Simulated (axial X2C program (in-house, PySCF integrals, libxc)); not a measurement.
Excited states of ZnBr⁺ by EOM-EE-CCSD

Computed with an in-house all-electron X2C program for linear molecules (integrals from PySCF): two-component X2C with atomic mean-field Coulomb and Gaunt terms, Gaussian nuclei, basis Br dyall-acv3z, Zn dyall-acv3z with contracted cores.

R = 2.178 Å (near the PBE0 minimum at charge 1 of the determinant lowest at the starting distance; the state shown can have its own minimum elsewhere).

Hartree–Fock spinors of ZnBr⁺ (one of each Kramers pair; a window near the gap, which can cut inner shells):

```csv
ω,occupied,ε (eV),character
3/2,yes,-30.58,100% Zn d
5/2,yes,-30.55,100% Zn d
1/2,yes,-30.29,"88% Zn d, 9% Br s"
1/2,yes,-18.59,"71% Br p, 19% Zn s, 4% Zn p"
1/2,yes,-16.92,"89% Br p, 5% Zn p, 5% Zn d"
3/2,yes,-16.59,"89% Br p, 5% Zn p, 5% Zn d"
1/2,no,-7.55,"46% Zn s, 32% Zn p, 13% Br p"
1/2,no,-3.95,"76% Zn p, 9% Zn d, 9% Br d"
3/2,no,-3.90,"76% Zn p, 9% Zn d, 9% Br d"
1/2,no,-2.52,"49% Zn p, 41% Zn s, 4% Zn d"
1/2,no,-2.32,"49% Zn s, 27% Zn p, 16% Zn d"
1/2,no,-1.66,"95% Zn p, 3% Br p, 2% Br d"
```

Vertical excitation energies from the closed-shell determinant state of ZnBr⁺:

```json
{"Ω": "2", "excitation (eV)": "2.189", "cm⁻¹": "17656", "hole of the leading pair": "88% Br pπ", "particle of the leading pair": "48% Zn sσ, 22% Zn pσ, 17% Br pσ", "weight of the pair (for Ω = 0 its time-reversed partner can hold as much again)": "0.93", "singles weight": "0.93"}
{"Ω": "1", "excitation (eV)": "2.266", "cm⁻¹": "18275", "hole of the leading pair": "88% Br pπ", "particle of the leading pair": "48% Zn sσ, 23% Zn pσ, 17% Br pσ", "weight of the pair (for Ω = 0 its time-reversed partner can hold as much again)": "0.82", "singles weight": "0.93"}
{"Ω": "0⁻", "excitation (eV)": "2.475", "cm⁻¹": "19960", "hole of the leading pair": "87% Br pπ", "particle of the leading pair": "48% Zn sσ, 22% Zn pσ, 17% Br pσ", "weight of the pair (for Ω = 0 its time-reversed partner can hold as much again)": "0.47", "singles weight": "0.93"}
{"Ω": "0⁺", "excitation (eV)": "2.501", "cm⁻¹": "20172", "hole of the leading pair": "89% Br pπ", "particle of the leading pair": "48% Zn sσ, 22% Zn pσ, 17% Br pσ", "weight of the pair (for Ω = 0 its time-reversed partner can hold as much again)": "0.46", "singles weight": "0.93"}
{"Ω": "1", "excitation (eV)": "2.632", "cm⁻¹": "21227", "hole of the leading pair": "86% Br pπ", "particle of the leading pair": "48% Zn sσ, 23% Zn pσ, 17% Br pσ", "weight of the pair (for Ω = 0 its time-reversed partner can hold as much again)": "0.82", "singles weight": "0.92"}
{"Ω": "0⁻", "excitation (eV)": "3.823", "cm⁻¹": "30834", "hole of the leading pair": "67% Br pσ, 19% Zn sσ", "particle of the leading pair": "48% Zn sσ, 22% Zn pσ, 17% Br pσ", "weight of the pair (for Ω = 0 its time-reversed partner can hold as much again)": "0.47", "singles weight": "0.96"}
{"Ω": "1", "excitation (eV)": "3.827", "cm⁻¹": "30868", "hole of the leading pair": "67% Br pσ, 19% Zn sσ", "particle of the leading pair": "48% Zn sσ, 22% Zn pσ, 17% Br pσ", "weight of the pair (for Ω = 0 its time-reversed partner can hold as much again)": "0.94", "singles weight": "0.96"}
{"Ω": "0⁺", "excitation (eV)": "5.123", "cm⁻¹": "41319", "hole of the leading pair": "67% Br pσ, 19% Zn sσ", "particle of the leading pair": "47% Zn sσ, 30% Zn pσ, 13% Br pσ", "weight of the pair (for Ω = 0 its time-reversed partner can hold as much again)": "0.41", "singles weight": "0.92"}
{"Ω": "1", "excitation (eV)": "6.256", "cm⁻¹": "50458", "hole of the leading pair": "89% Br pπ", "particle of the leading pair": "73% Zn pπ, 14% Br dπ, 8% Br pπ", "weight of the pair (for Ω = 0 its time-reversed partner can hold as much again)": "0.76", "singles weight": "0.93"}
{"Ω": "0⁻", "excitation (eV)": "6.298", "cm⁻¹": "50799", "hole of the leading pair": "89% Br pπ", "particle of the leading pair": "72% Zn pπ, 15% Br dπ, 8% Br pπ", "weight of the pair (for Ω = 0 its time-reversed partner can hold as much again)": "0.34", "singles weight": "0.93"}
```

This point took 100 s on 1 thread of Intel(R) Xeon(R) Platinum 8259CL CPU @ 2.50GHz (Skylake/Cascade Lake), with other jobs on the host.

Reference electrons by ω block (each with its −ω partner): 1/2: 21, 3/2: 9, 5/2: 2. 18 electrons of ZnBr⁺ correlated (inner shells frozen), 84 natural virtual spinors (a truncated set); levels can be off by some tenths of an eV. Roots sought by Ω: (0: 5, 1: 4, 2: 3, 3: 1); rows need 60 % singles weight and stop where some Ω has no more roots. Missing are any skipped roots, higher Ω and states of a further excitation; these come out far too high here and may in truth be low or lowest. T1 of the reference 0.021 (Lee–Taylor). Number of frozen shells: Br 3 s, 2 p, 1 d; Zn 3 s, 2 p.
